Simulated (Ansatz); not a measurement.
BSiH6Br, closed shell: at the start structure of a reaction step.

The input file, in.yaml:

```yaml
crystal:
  periodic: [false, false, false]
  atoms:
    - {symbol: B, position_ang: [-0.714792, -0.157108, -0.853332]}
    - {symbol: Br, position_ang: [0.255567, 0.307437, -2.509583]}
    - {symbol: H, position_ang: [-1.906723, -0.084794, -0.863304]}
    - {symbol: H, position_ang: [-0.352063, -1.211632, -0.365335]}
    - {symbol: H, position_ang: [-0.526085, 0.836255, -0.032078]}
    - {symbol: Si, position_ang: [0.592660, 0.092218, 0.899150]}
    - {symbol: H, position_ang: [1.794980, -0.563404, 0.354600]}
    - {symbol: H, position_ang: [-0.118100, -0.654958, 1.956963]}
    - {symbol: H, position_ang: [0.974655, 1.435983, 1.412820]}
basis:
  gaussian: {orbitals: "def2-QZVPP.json"}
correlation: {method: mp2}
```

The basis file named in the input lies beside it (Basis Set Exchange, JSON).

Run by:

```bash
ansatz run in.yaml --threads 3 --pin off --events-out ev --progress --plain --max-ram 6092MiB
```

Output of Ansatz 0.2.0:

```
Functional definition: HF
  name "HF"
  cite "Fock, Z. Phys. 61, 126 (1930) doi:10.1007/BF01340294"
  parent pbe
  exchange = exact_x
  correlation = 0
2378 factors; integrals over basis functions are off by at most 8.9e-4 eV
mean field evaluation 1: about -78627.8947 eV, gradient 1.8e1 eV
mean field evaluation 2: about -78627.9804 eV, gradient 1.8e1 eV
mean field evaluation 4: about -78629.5396 eV, gradient 2.6e0 eV
mean field evaluation 8: about -78629.5540 eV, gradient 1.3e-1 eV
mean field -78629.55410986 eV, -2889.5828165115 hartree, gradient 1.1e-6 eV, S^2 0.000000; 0 other end points of the search recorded, 0 dependent functions left out
15 core orbitals not correlated: weight in the atoms' cores, before any rotation towards them, 1.000 or more for the frozen orbitals, at most 0.000 for the correlated occupied ones
reference -78629.55410986 eV, -2889.5828165115 hartree; 15, 15 occupied and 366, 366 virtual orbitals, 2378 factors
second order -24.14870225 eV of doubles, -0.00000000 eV of singles
Total energy: -78653.70281211 eV, -2890.4702649506 hartree
```

Hardware: 3 CPU threads of an Intel Xeon, shared host. Wall time 14 s; peak host memory 2 GiB.
